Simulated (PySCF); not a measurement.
**Question.** What does the GFN2-xTB structure of quinoline (`C1=CC=C2N=CC=CC2=C1`) look like in three dimensions?

**Answer.** 
```xyz
17
C9H7N angstrom
C     -2.261    0.789    0.001
C     -2.377   -0.603   -0.143
C     -1.264   -1.395   -0.183
C      0.021   -0.821   -0.082
N      1.099   -1.630   -0.129
C      2.283   -1.096   -0.036
C      2.516    0.284    0.114
C      1.439    1.126    0.164
C      0.139    0.589    0.065
C     -1.030    1.375    0.104
H     -3.155    1.394    0.030
H     -3.360   -1.044   -0.221
H     -1.332   -2.466   -0.294
H      3.116   -1.787   -0.080
H      3.526    0.656    0.185
H      1.565    2.194    0.278
H     -0.933    2.446    0.215
```

Any rigid rotation of these coordinates is as good. Atoms count from 1 in this order. The 6-membered ring C4–N5–C6–C7–C8–C9 has internal angles of 117.4° to 124.0° (sum 720°, against 720° for a flat polygon); it is planar, 0.00 Å rms from its mean plane, widest ring torsion 0°. Of the pairs four or more bonds apart, H16···H17 is among the closest relative to their van der Waals radii: 2.51 Å, 105 % of the sum of Bondi's values. The 6-membered ring C1–C2–C3–C4–C9–C10 has internal angles of 119.1° to 120.7° (sum 720°, against 720° for a flat polygon); it is planar, 0.00 Å rms from its mean plane, widest ring torsion 0°. The 9 C–C bonds span 1.367 Å (C2–C3, aromatic) to 1.423 Å (C4–C9, aromatic), a spread of 0.056 Å.

Bonds between heavy atoms (Å): C1–C2 1.405, C2–C3 1.367, C3–C4 1.410, C4–N5 1.349, N5–C6 1.302, C6–C7 1.407, C7–C8 1.368, C8–C9 1.411, C9–C10 1.409, C1–C10 1.367, C4–C9 1.423.

The geometry is computed with GFN2-xTB (gas phase).

Point group: Cs (tolerance 0.08 Å). No GFN2-xTB frequencies stand behind this structure, so it isn't proved a minimum.
